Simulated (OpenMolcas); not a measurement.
## Levels of C III by method

```json
{"Program": "OpenMolcas", "Basis": "ANO-L-VTZP [4s3p2d1f]", "Scalar Hamiltonian": "non-relativistic, point nucleus", "Active space": "2 electrons in 4 orbitals (2s 2p)", "State averaging": "2S+1 = 3 even, 3 roots; 2S+1 = 1 even, 7 roots; 2S+1 = 3 odd, 3 roots; 2S+1 = 1 odd, 3 roots", "Spin-orbit coupling": "state interaction with AMFI integrals over the reference wave functions, term energies averaged over their components"}
```

Methods on the same reference wave functions:
A. CASSCF
B. SS-CASPT2, IPEA 0.25 Eh, imaginary shift 0.1 Eh (closed shells correlated: 1s)
C. MS-CASPT2, IPEA 0.25 Eh, imaginary shift 0.1 Eh (closed shells correlated: 1s)

Energies in cm⁻¹ above 2s² ¹S₀, the measured ground level; measured values from Moore, Selected Tables of Atomic Spectra, NSRDS-NBS 3, section 3.

```csv
Level,A,B,C,Measured
2s² ¹S₀,0.0,0.0,0.0,0.0
2s 2p ³P°₀,53002,52470,52480,52367
2s 2p ³P°₁,53028,52490,52510,52391
2s 2p ³P°₂,53081,52540,52560,52447
2s 2p ¹P°₁,113725,105660,105680,102352
2p² ³P₀,139268,138290,138310,137426
2p² ³P₁,139294,138320,138330,137454
2p² ³P₂,139345,138370,138380,137502
2p² ¹D₂,156361,148690,148700,145876
2p² ¹S₀,196643,186740,186770,182520
```

Deviations, from unrounded energies. A percentage is the sum of absolute deviations over the sum of measured energies, with the sign that they share, or ± where signs differ.

```tsv
Against measurement	Levels	A	B	C
mean absolute deviation (cm-1)	9	4800	1500	1500
other configurations (%)	9	+4.3	+1.3	+1.3
```

B, C lie about equally close to measurement and A furthest from it. The largest miss of B in the table is 2p² ¹S₀, by +4200 cm-1. The ranking rests on the paired levels alone, and a cruder setting can come out closer through cancelling errors.

Between B and C the level of the table that moves most is 2p² ¹S₀, by 31 cm-1 (lowest in B, highest in C). Moves below CASPT2's spread within the term are not significant.

The mean deviations of B to C differ by less than CASPT2's widest spread within a term (150 cm-1), so their order carries little weight.

The lowest spin-free term lies below A's lowest term by 0.005 hartree in B, 0.005 hartree in C.

CASPT2 does not keep the components of a term degenerate, so their means are used; among the terms shown or strongly mixed into the levels shown the widest spread is 150 cm-1 (2p² ¹D, B). Computed and measured levels are paired by configuration, term and J; levels that our copy of the source lacks, or whose pairing is in doubt (as where it misses far off the trend of its configuration), stay unpaired and out of the deviations. Only configurations of the active space appear.

° marks odd parity.
